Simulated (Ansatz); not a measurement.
Born–Oppenheimer molecular dynamics of C2H2 + CH6Si (12 atoms, charge 0, multiplicity 1). It starts from a relaxed structure.

Method: Ansatz, RKS PBE0/STO-3G.

| Quantity | Value |
| --- | --- |
| ensemble | NVE (velocity Verlet) |
| time step | 0.5 fs |
| steps asked | 600 |
| starting velocities drawn for | 300 K |
| masses | H 2.014 u |
| seed | 281896 |

Frames 0.5 fs apart, positions in Å, forces in eV/Å.

Velocities at 130.0 fs (Å/ps):

```
C 4.44 -3.70 1.97
C -4.97 0.55 -3.93
H 9.38 20.89 -10.23
H 0.77 -8.11 -8.57
C 0.42 1.05 -1.21
Si 0.69 -0.99 2.11
H -3.12 -6.98 0.71
H -9.36 16.57 2.83
H -6.91 0.41 -3.06
H 8.27 -1.36 -1.26
H -6.53 -5.83 7.29
H -1.56 10.72 1.87
```

```xyz
12
Properties=species:S:1:pos:R:3:forces:R:3 time_fs=130.0 energy_less_start_eV=0.165 T=173
C 0.354 -0.467 -2.828 0.48 -1.04 0.24
C -0.271 0.544 -2.947 -0.31 0.44 -0.09
H 0.885 -1.411 -2.674 -0.24 0.61 -0.19
H -0.853 1.448 -3.051 0.07 0.01 -0.03
C 0.176 -0.674 0.713 -0.13 -1.35 1.87
Si -0.326 0.624 1.989 0.25 -0.33 -0.86
H 0.293 -0.244 -0.268 -0.11 0.15 -0.63
H -0.598 -1.457 0.726 0.04 0.21 -0.63
H 1.108 -1.230 0.977 -0.53 0.85 -0.10
H 0.762 1.540 1.933 0.30 0.58 0.52
H -0.554 0.083 3.314 0.15 0.04 -0.16
H -1.511 1.329 1.550 0.02 -0.15 0.07
12
Properties=species:S:1:pos:R:3:forces:R:3 time_fs=130.5 energy_less_start_eV=0.159 T=177
C 0.356 -0.468 -2.827 -0.08 -0.08 0.09
C -0.274 0.544 -2.949 0.17 -0.32 0.00
H 0.889 -1.400 -2.679 -0.02 0.20 -0.11
H -0.853 1.444 -3.055 -0.07 0.20 -0.05
C 0.176 -0.674 0.712 -0.24 -1.25 1.92
Si -0.325 0.624 1.990 0.25 -0.24 -0.83
H 0.291 -0.247 -0.268 -0.09 0.21 -0.70
H -0.602 -1.448 0.727 0.01 0.11 -0.63
H 1.105 -1.229 0.976 -0.43 0.77 -0.07
H 0.766 1.540 1.933 0.24 0.52 0.54
H -0.557 0.080 3.318 0.17 0.07 -0.25
H -1.512 1.334 1.551 0.10 -0.21 0.09
12
Properties=species:S:1:pos:R:3:forces:R:3 time_fs=131.0 energy_less_start_eV=0.162 T=175
C 0.358 -0.470 -2.826 -0.65 0.90 -0.06
C -0.276 0.544 -2.951 0.63 -1.04 0.09
H 0.894 -1.389 -2.684 0.22 -0.24 -0.03
H -0.852 1.440 -3.059 -0.20 0.39 -0.07
C 0.176 -0.673 0.712 -0.37 -1.08 1.89
Si -0.325 0.623 1.991 0.26 -0.14 -0.79
H 0.289 -0.251 -0.269 -0.08 0.24 -0.72
H -0.607 -1.440 0.727 -0.03 0.01 -0.62
H 1.100 -1.227 0.974 -0.30 0.66 -0.02
H 0.771 1.540 1.933 0.16 0.45 0.56
H -0.560 0.077 3.321 0.19 0.10 -0.33
H -1.512 1.339 1.552 0.17 -0.26 0.11
12
Properties=species:S:1:pos:R:3:forces:R:3 time_fs=131.5 energy_less_start_eV=0.172 T=168
C 0.360 -0.472 -2.825 -1.18 1.80 -0.21
C -0.279 0.545 -2.953 1.04 -1.67 0.17
H 0.898 -1.378 -2.689 0.46 -0.67 0.04
H -0.852 1.436 -3.064 -0.31 0.55 -0.08
C 0.176 -0.674 0.713 -0.52 -0.87 1.78
Si -0.325 0.622 1.992 0.29 -0.03 -0.76
H 0.288 -0.254 -0.271 -0.07 0.26 -0.68
H -0.612 -1.431 0.727 -0.07 -0.11 -0.60
H 1.096 -1.225 0.972 -0.14 0.53 0.03
H 0.776 1.541 1.934 0.07 0.38 0.57
H -0.563 0.075 3.324 0.21 0.13 -0.40
H -1.513 1.344 1.554 0.23 -0.30 0.13
12
Properties=species:S:1:pos:R:3:forces:R:3 time_fs=132.0 energy_less_start_eV=0.186 T=157
C 0.362 -0.474 -2.824 -1.64 2.55 -0.33
C -0.281 0.544 -2.955 1.35 -2.15 0.24
H 0.904 -1.368 -2.695 0.69 -1.06 0.11
H -0.852 1.434 -3.068 -0.40 0.67 -0.09
C 0.176 -0.674 0.713 -0.68 -0.62 1.60
Si -0.324 0.622 1.993 0.32 0.08 -0.73
H 0.286 -0.256 -0.273 -0.07 0.26 -0.59
H -0.616 -1.423 0.726 -0.11 -0.22 -0.58
H 1.091 -1.222 0.971 0.04 0.38 0.09
H 0.781 1.542 1.936 -0.02 0.30 0.58
H -0.566 0.072 3.326 0.23 0.15 -0.46
H -1.513 1.348 1.555 0.28 -0.34 0.15
12
Properties=species:S:1:pos:R:3:forces:R:3 time_fs=132.5 energy_less_start_eV=0.199 T=147
C 0.364 -0.474 -2.823 -1.97 3.08 -0.42
C -0.283 0.543 -2.957 1.55 -2.45 0.29
H 0.910 -1.360 -2.700 0.86 -1.35 0.16
H -0.853 1.432 -3.073 -0.44 0.72 -0.10
C 0.176 -0.674 0.714 -0.85 -0.34 1.37
Si -0.324 0.621 1.994 0.37 0.20 -0.70
H 0.284 -0.258 -0.277 -0.06 0.23 -0.45
H -0.621 -1.415 0.724 -0.14 -0.33 -0.55
H 1.086 -1.218 0.969 0.23 0.21 0.16
H 0.785 1.544 1.938 -0.12 0.22 0.58
H -0.568 0.070 3.328 0.24 0.17 -0.50
H -1.513 1.352 1.556 0.33 -0.37 0.16
12
Properties=species:S:1:pos:R:3:forces:R:3 time_fs=133.0 energy_less_start_eV=0.207 T=141
C 0.365 -0.475 -2.822 -2.14 3.35 -0.48
C -0.284 0.542 -2.958 1.62 -2.53 0.31
H 0.917 -1.353 -2.705 0.97 -1.52 0.19
H -0.854 1.431 -3.078 -0.44 0.70 -0.09
C 0.176 -0.675 0.716 -1.02 -0.05 1.09
Si -0.323 0.621 1.994 0.43 0.31 -0.67
H 0.282 -0.260 -0.280 -0.06 0.20 -0.28
H -0.626 -1.407 0.721 -0.17 -0.43 -0.51
H 1.082 -1.214 0.968 0.43 0.05 0.22
H 0.790 1.546 1.941 -0.21 0.13 0.59
H -0.570 0.068 3.329 0.25 0.19 -0.54
H -1.512 1.355 1.558 0.36 -0.40 0.16
12
Properties=species:S:1:pos:R:3:forces:R:3 time_fs=133.5 energy_less_start_eV=0.207 T=141
C 0.366 -0.474 -2.822 -2.13 3.34 -0.49
C -0.285 0.541 -2.960 1.54 -2.40 0.30
H 0.926 -1.347 -2.710 0.99 -1.55 0.20
H -0.856 1.431 -3.083 -0.40 0.62 -0.08
C 0.175 -0.675 0.717 -1.18 0.22 0.78
Si -0.323 0.620 1.995 0.49 0.41 -0.64
H 0.280 -0.262 -0.285 -0.06 0.16 -0.08
H -0.632 -1.400 0.718 -0.19 -0.52 -0.47
H 1.078 -1.211 0.967 0.60 -0.11 0.28
H 0.795 1.548 1.945 -0.29 0.05 0.59
H -0.571 0.066 3.330 0.25 0.19 -0.55
H -1.511 1.358 1.560 0.38 -0.42 0.17
12
Properties=species:S:1:pos:R:3:forces:R:3 time_fs=134.0 energy_less_start_eV=0.200 T=147
C 0.366 -0.473 -2.821 -1.93 3.03 -0.47
C -0.286 0.538 -2.962 1.34 -2.06 0.26
H 0.935 -1.344 -2.715 0.91 -1.43 0.19
H -0.858 1.431 -3.088 -0.31 0.47 -0.05
C 0.174 -0.675 0.719 -1.32 0.46 0.47
Si -0.322 0.620 1.996 0.55 0.51 -0.61
H 0.277 -0.264 -0.289 -0.06 0.12 0.12
H -0.637 -1.393 0.714 -0.19 -0.59 -0.42
H 1.074 -1.207 0.966 0.75 -0.25 0.33
H 0.799 1.550 1.949 -0.37 -0.02 0.58
H -0.573 0.064 3.330 0.25 0.19 -0.56
H -1.510 1.361 1.562 0.38 -0.42 0.16
12
Properties=species:S:1:pos:R:3:forces:R:3 time_fs=134.5 energy_less_start_eV=0.186 T=157
C 0.366 -0.472 -2.821 -1.56 2.46 -0.41
C -0.287 0.536 -2.963 1.02 -1.55 0.19
H 0.946 -1.342 -2.719 0.75 -1.19 0.17
H -0.861 1.432 -3.093 -0.20 0.28 -0.02
C 0.173 -0.676 0.721 -1.43 0.66 0.18
Si -0.322 0.620 1.996 0.62 0.60 -0.59
H 0.275 -0.265 -0.293 -0.05 0.08 0.31
H -0.643 -1.387 0.710 -0.17 -0.65 -0.38
H 1.072 -1.204 0.966 0.85 -0.37 0.37
H 0.802 1.552 1.955 -0.44 -0.09 0.57
H -0.574 0.063 3.329 0.25 0.19 -0.54
H -1.508 1.363 1.565 0.37 -0.42 0.15
12
Properties=species:S:1:pos:R:3:forces:R:3 time_fs=135.0 energy_less_start_eV=0.172 T=168
C 0.365 -0.470 -2.820 -1.05 1.70 -0.33
C -0.287 0.533 -2.965 0.60 -0.89 0.11
H 0.957 -1.342 -2.723 0.52 -0.85 0.14
H -0.864 1.434 -3.098 -0.07 0.06 0.02
C 0.172 -0.676 0.722 -1.51 0.80 -0.09
Si -0.321 0.619 1.997 0.68 0.68 -0.57
H 0.273 -0.266 -0.297 -0.04 0.04 0.49
H -0.649 -1.382 0.706 -0.14 -0.68 -0.33
H 1.071 -1.201 0.966 0.90 -0.46 0.39
H 0.806 1.554 1.960 -0.50 -0.15 0.56
H -0.574 0.061 3.328 0.25 0.17 -0.52
H -1.506 1.365 1.567 0.35 -0.41 0.14
12
Properties=species:S:1:pos:R:3:forces:R:3 time_fs=135.5 energy_less_start_eV=0.160 T=177
C 0.365 -0.467 -2.820 -0.44 0.80 -0.24
C -0.288 0.530 -2.967 0.13 -0.16 0.00
H 0.970 -1.343 -2.727 0.25 -0.46 0.11
H -0.867 1.435 -3.103 0.07 -0.17 0.05
C 0.171 -0.676 0.724 -1.53 0.86 -0.32
Si -0.320 0.619 1.997 0.74 0.74 -0.55
H 0.270 -0.268 -0.300 -0.03 0.02 0.64
H -0.655 -1.378 0.700 -0.09 -0.70 -0.27
H 1.070 -1.198 0.966 0.89 -0.50 0.39
H 0.808 1.556 1.967 -0.54 -0.20 0.54
H -0.575 0.060 3.325 0.24 0.16 -0.48
H -1.503 1.365 1.570 0.32 -0.39 0.12
```

Of the whole run (300 fs, mean temperature of the second half 178 K): The conserved energy stayed within 0.16 meV per atom of its start (net change 0.094 meV per atom), so the integration is sound. A run of 0.3 ps of so small a system gives no equilibrium averages. Limits of this set-up: minimal basis.

Run time: 12 min on 1 thread of Arm Neoverse V1, on a shared host, peak memory 0.19 GiB.
